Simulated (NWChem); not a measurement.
System meant: CH4BF; SMILES CBF

Here is an NWChem input.

```
start job
memory heap 200 mb stack 900 mb global 1100 mb
geometry units angstroms noautoz
  B     -0.489159    -0.151058    -0.000840
  H     -1.694096    -0.298670     0.001871
  F      0.231306    -1.264272     0.000180
  C      0.201387     1.245156    -0.001555
  H     -0.116637     1.808406     0.893201
  H     -0.159021     1.837011    -0.860420
  H      1.299429     1.200972    -0.026581
end
basis spherical
  * library def2-svp
end
dft
  xc pbe0
  iterations 4
  mulliken
end
task dft energy
```

End of the output:

```
    Atom       Charge   Shell Charges
 -----------   ------   -------------------------------------------------------
    1 B    5     5.00   1.96  0.54  0.26  1.33  0.57  0.32
    2 H    1     1.05   0.65  0.37  0.03
    3 F    9     8.96   1.98  0.98  0.70  3.20  2.08  0.01
    4 C    6     6.17   1.96  0.57  0.32  1.90  1.36  0.05
    5 H    1     0.94   0.61  0.25  0.07
    6 H    1     0.94   0.61  0.25  0.07
    7 H    1     0.95   0.62  0.26  0.07

 center of mass
 --------------
 x =   0.01680598 y =  -0.24368046 z =  -0.00047689

 moments of inertia (a.u.)
 ------------------
         207.803605809562          -0.000000000000          -0.000000000000
          -0.000000000000          36.815397960724          -0.000000000000
          -0.000000000000          -0.000000000000         233.542278303237

     Multipole analysis of the density
     ---------------------------------

     L   x y z        total         alpha         beta         nuclear
     -   - - -        -----         -----         ----         -------
     0   0 0 0     -0.000000    -12.000000    -12.000000     24.000000

     1   1 0 0     -0.035587     -0.017794     -0.017794      0.000000
     1   0 1 0      0.500138      0.250069      0.250069     -0.000000
     1   0 0 1      0.002897      0.001449      0.001449     -0.000000

     2   2 0 0    -14.301834    -18.791365    -18.791365     23.280896
     2   1 1 0      0.112124     -1.438084     -1.438084      2.988291
     2   1 0 1      0.003194      0.004836      0.004836     -0.006478
     2   0 2 0    -14.509345    -64.348844    -64.348844    114.188343
     2   0 1 1      0.010271     -0.001953     -0.001953      0.014178
     2   0 0 2    -12.778303     -9.136821     -9.136821      5.495340

 ------------------------------------------------------------------------
 dft energy failed                                                                                  0
 ------------------------------------------------------------------------
 ------------------------------------------------------------------------
  current input line :
    20: task dft energy
 ------------------------------------------------------------------------
 ------------------------------------------------------------------------
 This type of error is most commonly associated with calculations not reaching convergence criteria
 ------------------------------------------------------------------------
 For more information see the NWChem manual at https://nwchemgit.github.io

0:dft energy failed:Received an Error in Communication
```

Q: Can this run be used? If not, why, and what is the fix?

A: The run did not converge; its last values are not results. Cause: the SCF was allowed too few iterations. This input runs:
```
start job
memory heap 200 mb stack 900 mb global 1100 mb
geometry units angstroms noautoz
  B     -0.489159    -0.151058    -0.000840
  H     -1.694096    -0.298670     0.001871
  F      0.231306    -1.264272     0.000180
  C      0.201387     1.245156    -0.001555
  H     -0.116637     1.808406     0.893201
  H     -0.159021     1.837011    -0.860420
  H      1.299429     1.200972    -0.026581
end
basis spherical
  * library def2-svp
end
dft
  xc pbe0
  iterations 150
  mulliken
end
task dft energy
```
It converges to -164.95029 Ha (PBE0/def2-SVP).
